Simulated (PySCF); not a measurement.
Compound: C6H6BN3O2S.
SMILES: `B1(O)N(N=Cc2sccc21)C(=O)N`

Torsions of this conformer, `[NH2:1][C:2](=[O:3])[N:4]1[N:5]=[CH:6][c:7]2[s:8][cH:9][cH:10][c:11]2[B:12]1[OH:13]`: N1–C2–N4–N5 -1°, H–N1–C2–O3 -2°, H–N1–C2–O3 -179°, H–O13–B12–C11 180°.

The closed-shell ground state was solved at several levels (PySCF, density fitting, gas phase, non-relativistic). Geometry: PBE0-D3(BJ)/def2-SVP, one conformer, isolated molecule.

```json
{"level": "wB97X-D/def2-SVPD", "basis functions": "321", "HOMO (eV)": "-8.58", "LUMO (eV)": "-0.24", "gap (eV)": "8.34", "dipole (D)": "3.46"}
{"level": "wB97X-D/pcSseg-2", "basis functions": "559", "HOMO (eV)": "-8.51", "LUMO (eV)": "-0.18", "gap (eV)": "8.33", "dipole (D)": "3.44"}
```

**Question.** What might PBE0/pcSseg-1 (258 basis functions) give for the same quantities?

**Answer.** HOMO -6.84 eV, LUMO -1.82 eV, gap 5.02 eV, dipole 3.39 D.

**Question.** How far do the dipole and the HOMO energy spread over the levels?

**Answer.** The dipole runs from 3.39 to 3.46 D (mean 3.43 D) and the HOMO from -8.58 to -6.84 eV.
